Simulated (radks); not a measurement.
Results of a calculation; reference values are marked as such.
Task: The cadmium ion Cd2+, [Kr] 4d10. Code: a radial shooting solver on a logarithmic mesh with Libxc functionals. Model: non-relativistic Kohn-Sham, exchange-only LDA, spin-polarised, spherical densities, point nucleus. Every spin shell is full or empty, so the densities are truly spherical. Functionals are evaluated on that one density, not self-consistently. Rank these exchange functionals by their error against the exact value of the orbitals, and give that value: LDA, B88, PBE, PBEsol, PW91, PW86, OPTX, WC, APBE, TPSS, revTPSS, SCAN, MS2, Tao-Mo, TASK.

Result: Exact: -148.329 hartree. From best to worst, with 100 (|E| - |E exact|)/|E exact| (equal figures are ties): PW91 -0.01, B88 +0.03, SCAN +0.18, PW86 -0.18, TPSS -0.27, APBE +0.31, PBE -0.43, MS2 -0.58, Tao-Mo -0.80, WC -0.88, revTPSS -0.91, OPTX +1.20, TASK -2.24, PBEsol -2.30, LDA -4.94.
